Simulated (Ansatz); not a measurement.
The molecule FeCl, multiplicity 6 (the spin of the measured ground state). No spin–orbit coupling. Fe is treated without relativity.

```tsv
level	bond energy D_e (eV)
SVWN5/def2-TZVPP	4.264
PBE/def2-TZVPP	3.707
r2SCAN/def2-TZVPP	3.950
B97M-V/def2-TZVPP	3.714
B3LYP/def2-TZVPP	3.446
PBE0/def2-TZVPP	3.815
BHLYP/def2-TZVPP	3.287
CAM-B3LYP/def2-TZVPP	3.522
wB97X-V/def2-TZVPP	3.702
wB97M-V/def2-TZVPP	3.488
CCSD/def2-TZVPP	3.356
CCSD(T)/def2-TZVPP	3.404
```

The rows run from 3.287 (BHLYP/def2-TZVPP) to 4.264 eV (SVWN5/def2-TZVPP). The 10 functionals in def2-TZVPP without D3 or D4 span 0.977, from BHLYP to SVWN5.

D_e counts from the fitted minimum to each atom's lowest state at the same level, without counterpoise.

Correlated levels freeze the inner cores; with def2 sets outer-core shells near the valence are correlated too.

Run with Ansatz (a first-principles code). Values without a source in brackets are computed.
